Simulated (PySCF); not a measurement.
A TDDFT job was run through a driver script with this input:

```
{"job": {"kind": "uv", "xc": "wB97X-D", "basis": "def2-SVPD", "ip": false, "nstates": 10}, "charge": 0, "multiplicity": 1}
As     1.288472     1.241539    -0.497950
S      0.192576     0.127924    -2.102514
As    -1.197411    -1.229421    -1.026075
As    -1.681052     0.063530     1.034422
S     -0.481702     1.899342     0.710980
As     0.061352    -1.694752     1.059441
S      1.909624    -0.510171     0.753146
```

The program printed, after the SCF cycles:

```
converged SCF energy = -10137.0311320408

Static polarisability (au): isotropic 170.077, principal 165.293 165.460 179.480

Singlet excitations
state   eV       nm        f      main configurations
  1   3.6514    339.6   0.00041   H->L 0.97
  2   3.6566    339.1   0.00039   H-1->L 0.97
  3   4.3312    286.3   0.00000   H-2->L 0.84
  4   4.5431    272.9   0.00001   H->L+2 0.38, H-1->L+1 0.37
  5   4.6003    269.5   0.00437   H-3->L 0.97
  6   4.6173    268.5   0.00020   H-1->L+1 0.30, H-1->L+3 0.30, H->L+2 0.26
  7   4.6221    268.2   0.00019   H->L+3 0.37, H-1->L+2 0.27, H->L+1 0.21
  8   4.8114    257.7   0.00049   H->L+1 0.41, H-1->L+2 0.35
  9   4.8958    253.2   0.00379   H->L+3 0.25, H-1->L+4 0.23, H-1->L+2 0.09
 10   4.8991    253.1   0.00366   H-1->L+3 0.28, H->L+4 0.23

Triplet excitations (Tamm-Dancoff, eV): 3.3818 3.3885 3.8973 3.9122
```

Level of theory: TDDFT wB97X-D/def2-SVPD, vertical, gas phase, core orbitals frozen in the response (PySCF). One conformer (not necessarily the lowest) at the PBE0-D3(BJ)/def2-SVP geometry, without solvent, vibrations or thermal averaging. The wB97X-D/def2-SVPD calculation is non-relativistic and has no spin–orbit coupling, an omission that weighs most on arsenic.

(1) What is the gap between the lowest singlet and the lowest triplet?

(2) How much of the mean polarisability do the listed states account for?

(3) Give the mean polarisability in Å³.

(4) What is the total energy of state 8 at this geometry?

(5) Which orbital energies lie behind H and L?

Answers

(1) 3.6514 − 3.3818 = 0.2696 eV (full response against Tamm–Dancoff).

(2) The sum over states Σ f/ΔE² (ΔE in hartree) gives 0.46 au, under 1% of the total; the rest comes from higher roots of the same response equations.

(3) 170.08 au × 0.148185 = 25.20 Å³.

(4) -10137.03113 + 0.17682 = -10136.85431 hartree.

(5) HOMO -8.71 eV and LUMO -0.72 eV, a gap of 7.99 eV; state 1 differs from that by -4.34 eV.

H and L stand for HOMO and LUMO.

Note: wB97X-D ran without an empirical dispersion term, which enters the total energy and its gradient alone.
